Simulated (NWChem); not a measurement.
CH₃BrGeO, singlet; SMILES C[O][Ge][Br]

```xyz
7

Ge     0.8738    -0.7210     0.0001
Br    -0.1345     1.4625    -0.0001
O     -0.5624    -1.7957    -0.0008
C     -1.9562    -1.5448     0.0004
H     -2.1888    -0.4576    -0.0176
H     -2.4170    -2.0276    -0.8882
H     -2.4109    -1.9952     0.9089
```
Atoms are numbered in this order, from 1.

Computed with NWChem. Pople sets run with spherical d functions. Low-valent species are run as closed-shell singlets; no triplet was tried in these runs. The geometry was optimised at PBE-D3(BJ)/def2-SVP. Ions are spin-unrestricted doublets at the neutral geometry; other ion states weren't tried.

Q: Taking CAM-B3LYP/6-311G** as the yardstick, which of these has the fewest basis functions while keeping “vertical ionisation energy, ΔSCF (eV)” within 0.05 eV of it: CAM-B3LYP/6-31G*; CAM-B3LYP/STO-3G; CAM-B3LYP/3-21G?

A: CAM-B3LYP/6-31G*.
```csv
level,basis functions,"vertical ionisation energy, ΔSCF (eV)",relative time (rough)
CAM-B3LYP/STO-3G,49,7.11,1
CAM-B3LYP/3-21G,68,9.75,2
CAM-B3LYP/6-31G*,98,10.05,5
CAM-B3LYP/6-311G**,142,10.10,20
```

The yardstick is one finite set, not the basis-set limit.
